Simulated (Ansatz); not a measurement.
Gas-phase electronic energies from Ansatz, PBE0-D4/def2-TZVP geometries. CCSD(T)/CBS adds triple-zeta CCSD(T) − MP2 to the extrapolated MP2 energy (def2 sets, frozen cores). This one scheme is used for every species. DFT in def2-TZVPP. B3LYP here is the variant with VWN-RPA as its local correlation; programs differ in this. For Ge, Se outer-core shells are correlated without core-valence functions, which leaves a few kJ/mol of doubt a bond. Scalar relativity is left out up to krypton. One conformer a species, not always the lowest.

`[GeH3][SeH]` + CH₃OH → `O[CH2][GeH3]` + H₂Se  (formal exchange of groups at a Ge–Se bond)

| level | ΔE (kJ/mol) | difference from CCSD(T)/CBS |
| --- | --- | --- |
| LDA (SPW92) | 75.1 | -6.6 |
| PBE-D4 | 83.0 | 1.3 |
| revPBE-D4 | 82.0 | 0.3 |
| r2SCAN-D4 | 85.0 | 3.3 |
| B97M-V | 82.1 | 0.4 |
| PBE0-D4 | 86.4 | 4.7 |
| B3LYP-D4 | 84.7 | 3.0 |
| r2SCANh-D4 | 86.1 | 4.4 |
| r2SCAN0-D4 | 87.7 | 6.0 |
| BHLYP-D4 | 89.5 | 7.8 |
| CAM-B3LYP-D4 | 80.6 | -1.1 |
| ωB97X-V | 81.6 | -0.1 |
| ωB97M-V | 81.6 | -0.1 |
| B2PLYP | 84.8 | 3.1 |
| PBE-QIDH | 87.1 | 5.4 |
| revPBE | 85.5 | 3.8 |
| BLYP | 83.2 | 1.5 |
| PBE0 | 86.8 | 5.1 |
| B3LYP | 85.4 | 3.7 |
| r2SCANh | 86.4 | 4.7 |
| r2SCAN0 | 88.0 | 6.3 |
| BHLYP | 88.5 | 6.8 |
| CAM-B3LYP | 81.0 | -0.7 |
| LC-ωPBE | 80.9 | -0.8 |
| RPA@PBE/def2-TZVPP | 76.3 | -5.4 |
| HF/def2-SVP | 89.5 | 7.8 |
| MP2/def2-SVP | 82.1 | 0.4 |
| CCSD/def2-SVP | 79.0 | -2.7 |
| CCSD(T)/def2-SVP | 78.2 | -3.5 |
| HF/def2-TZVPP | 94.1 | 12.4 |
| MP2/def2-TZVPP | 83.9 | 2.2 |
| SCS-MP2/def2-TZVPP | 83.6 | 1.9 |
| CCSD/def2-TZVPP | 80.9 | -0.8 |
| CCSD(T)/def2-TZVPP | 80.0 | -1.7 |
| HF/def2-QZVPP | 94.2 | 12.5 |
| MP2/def2-QZVPP | 84.9 | 3.2 |
| SCS-MP2/def2-QZVPP | 84.3 | 2.6 |
| HF/CBS(def2) | 94.2 | 12.5 |
| MP2/CBS(def2) | 85.6 | 3.9 |
| CCSD/CBS(def2) | 82.5 | 0.8 |
| CCSD(T)/CBS | 81.7 | 0 |

Largest T1 diagnostic among the species: 0.011.

From BLYP to BHLYP (50 % exact exchange), in def2-TZVPP and without D4, ΔE moves by +5.3 kJ/mol. In def2-TZVPP, CCSD(T) changes the Hartree–Fock value by −14.1 kJ/mol (the triples alone add −0.9 kJ/mol) and MP2 by −10.3 kJ/mol.
